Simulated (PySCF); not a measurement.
trichloro(chlorosilyl)silane (Cl4H2Si2), SMILES Cl[Si](Cl)(Cl)[SiH2]Cl. Heavy atoms are numbered as in [SiH2:1]([Cl:2])[Si:3]([Cl:4])([Cl:5])[Cl:6]. Hydrogens are named by the atom that carries them.

The structure is a stationary point at ωB97X-D3(BJ)/def2-SVP. Other conformers were not sampled.

All values below come from PBE0/pcSseg-1 run with PySCF.

GIAO shieldings, no solvent; atoms alike by connectivity are averaged. δ = σ(ref) − σ: ²⁹Si against TMS (σ = 352.7 ppm); ³⁵Cl against HCl (σ = 945.9 ppm); ¹H against TMS (σ = 31.56 ppm), references at their B3LYP-D3(BJ)/def2-TZVP geometries, non-relativistic (without spin–orbit terms, shifts of atoms bonded to Cl or Br come out too high).

```json
[
 {"nucleus": "²⁹Si", "atoms": "Si3", "count": "1", "δ (ppm)": "36.1"},
 {"nucleus": "²⁹Si", "atoms": "Si1 (SiH2)", "count": "1", "δ (ppm)": "-26.6"},
 {"nucleus": "³⁵Cl", "atoms": "Cl4", "count": "3", "δ (ppm)": "150.0"},
 {"nucleus": "³⁵Cl", "atoms": "Cl2", "count": "1", "δ (ppm)": "-97.8"},
 {"nucleus": "¹H", "atoms": "H on Si1", "count": "2", "δ (ppm)": "5.30"}
]
```
